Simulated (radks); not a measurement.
Gd2+, 62 electrons, occupied as [Xe] 4f7 6d1 (not the ground configuration).

All-electron calculation, Dirac Kohn-Sham, BLYP, spin-unpolarised, spherical densities, finite nucleus; open shells fill j = l - 1/2 first; Fermi nuclear charge, rms radius 5.1569 fm. Program: a radial shooting solver on a logarithmic mesh with Libxc functionals.

Energy parts (eV):
total: -306919.14
kinetic: 334655.62
electron-nucleus: -752726.21
Hartree: 117957.14
exchange-correlation: -6805.69

Orbitals (lengths in bohr, moments of r in powers of bohr; r(90%) holds 90 % of the orbital's charge):
orbital  occ.  eigenvalue (eV)      <r^2>      <r^4>  r(90%)  small-component weight
1s1/2       2        -50067.33  0.0006549  1.141e-06  0.0396                5.68e-02
2s1/2       2        -8278.745    0.01022  0.0001809   0.144                1.26e-02
2p1/2       2        -7863.129   0.007416  0.0001119   0.128                1.26e-02
2p3/2       4        -7167.025   0.008650  0.0001469   0.137                1.17e-02
3s1/2       2        -1849.672    0.06817   0.007031   0.358                3.97e-03
3p1/2       2        -1669.359    0.06349   0.006392   0.351                3.92e-03
3p3/2       4        -1526.592    0.07057   0.007837   0.369                3.66e-03
3d3/2       4        -1214.831    0.05633   0.005674   0.341                3.54e-03
3d5/2       6        -1183.721    0.05831   0.006044   0.347                3.47e-03
4s1/2       2        -387.6097     0.3453     0.1735   0.795                1.26e-03
4p1/2       2        -317.4081     0.3633     0.1975   0.822                1.19e-03
4p3/2       4        -285.6160     0.4021     0.2419   0.865                1.10e-03
4d3/2       4        -169.8978     0.4612     0.3463   0.947                9.32e-04
4d5/2       6        -164.1536     0.4765     0.3698   0.963                9.07e-04
4f5/2       6         -28.1697     0.9360      2.300    1.45                5.39e-04
4f7/2       1         -27.4111     0.9629      2.450    1.47                5.29e-04
5s1/2       2         -68.8063      1.974      5.730    1.91                2.74e-04
5p1/2       2         -49.2796      2.462      9.215    2.15                2.21e-04
5p3/2       4         -44.7810      2.761      11.59    2.28                1.98e-04
6d3/2       1          -7.8361      35.66       1775    7.99                2.09e-05
6d5/2       0          -7.7626      36.24       1833    8.06                2.08e-05

The highest occupied level is 6d3/2 at -7.836 eV. The density falls to 0.001 e/bohr^3 at r = 3.40 bohr. The electron density at the nucleus is 6.287e+05 e/bohr^3. Summed over all electrons, <r^2> = 71.07 bohr^2, which gives a Langevin (diamagnetic) susceptibility term of -56.3 x 10^-6 cm^3/mol.
